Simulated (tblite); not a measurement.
C4H9ClSi.
Numbering: `[Cl:1][CH2:2][C@@H:3]1[CH2:4][CH2:5][SiH2:6]1` (hydrogens: H7, H8 on C2; H9 on C3; H10, H11 on C4; H12, H13 on C5; H14, H15 on Si6)

A start from a force field or distance geometry was refined with GFN2-xTB geometry optimisation, gas phase in tblite. Values at the start:

```json
{"coordinate": "Cl1–C2", "start": "1.769 Å"}
{"coordinate": "C2–C3", "start": "1.491 Å"}
{"coordinate": "C2–H7", "start": "1.106 Å"}
{"coordinate": "C2–H8", "start": "1.121 Å"}
{"coordinate": "C3–C4", "start": "1.510 Å"}
{"coordinate": "C3–Si6", "start": "1.858 Å"}
{"coordinate": "C3–H9", "start": "1.126 Å"}
{"coordinate": "C4–C5", "start": "1.515 Å"}
{"coordinate": "C4–H10", "start": "1.121 Å"}
{"coordinate": "C4–H11", "start": "1.127 Å"}
{"coordinate": "C5–Si6", "start": "1.844 Å"}
{"coordinate": "C5–H12", "start": "1.119 Å"}
{"coordinate": "C5–H13", "start": "1.102 Å"}
{"coordinate": "Si6–H14", "start": "1.466 Å"}
{"coordinate": "Si6–H15", "start": "1.476 Å"}
{"coordinate": "Cl1–C2–C3", "start": "114.0°"}
{"coordinate": "C2–C3–C4", "start": "115.7°"}
{"coordinate": "C2–C3–Si6", "start": "117.5°"}
{"coordinate": "C3–C4–C5", "start": "96.6°"}
{"coordinate": "C3–Si6–C5", "start": "75.2°"}
{"coordinate": "C4–C3–Si6", "start": "88.8°"}
{"coordinate": "C4–C5–Si6", "start": "89.2°"}
{"coordinate": "C2–C3–C4–C5", "start": "-94°"}
{"coordinate": "C2–C3–Si6–C5", "start": "97°"}
{"coordinate": "C3–C4–C5–Si6", "start": "-26°"}
{"coordinate": "C4–C5–Si6–C3", "start": "22°"}
```

Problem. How do these coordinates change at the GFN2-xTB level?

Solution. 
| coordinate | GFN2-xTB (Å or °) | change |
| --- | --- | --- |
| C3–Si6 | 1.926 | +0.068 |
| C5–Si6 | 1.908 | +0.064 |
| C4–H11 | 1.090 | -0.037 |
| C3–C4 | 1.545 | +0.035 |
| C3–H9 | 1.092 | -0.034 |
| C4–H10 | 1.089 | -0.032 |
| C5–H12 | 1.087 | -0.032 |
| C2–H8 | 1.091 | -0.030 |
| C4–C5 | 1.543 | +0.028 |
| C2–C3 | 1.511 | +0.020 |
| Cl1–C2 | 1.784 | +0.015 |
| C5–H13 | 1.088 | -0.014 |
| C2–H7 | 1.093 | -0.013 |
| Si6–H15 | 1.465 | -0.011 |
| Si6–H14 | 1.457 | -0.009 |
| C3–C4–C5 | 100.4 | +3.8 |
| Cl1–C2–C3 | 110.7 | -3.3 |
| C4–C5–Si6 | 91.5 | +2.3 |
| C2–C3–C4 | 113.6 | -2.1 |
| C4–C3–Si6 | 90.7 | +1.9 |
| C3–Si6–C5 | 76.5 | +1.3 |
| C2–C3–Si6 | 116.5 | -1.0 |
| C3–C4–C5–Si6 | -8 | +18 |
| C2–C3–C4–C5 | -112 | -18 |
| C4–C5–Si6–C3 | 6 | -16 |
| C2–C3–Si6–C5 | 111 | +14 |

The energy falls by 0.437 eV over 65 L-BFGS steps, the largest force on an atom goes from 2.80 to 0.009 eV/Å, and the atoms move by 0.270 Å rms after alignment. The bond that changes most is C3–Si6 (sp3 carbon bound to silicon to SiH2 silicon), which lengthens by 0.068 Å. Bonds longer at the end by more than 0.005 Å: 6 of 15; shorter: 9. Among the dihedrals that turn most is C4–C3–Si6–H15, from 86° to 106°. Rotational constants go from 3711, 1718, 1673 to 3513, 1684, 1601 MHz.

Its GFN2-xTB frequencies are all real (lowest 64 cm⁻¹). The numbers are those of one conformer.

These are computed values.
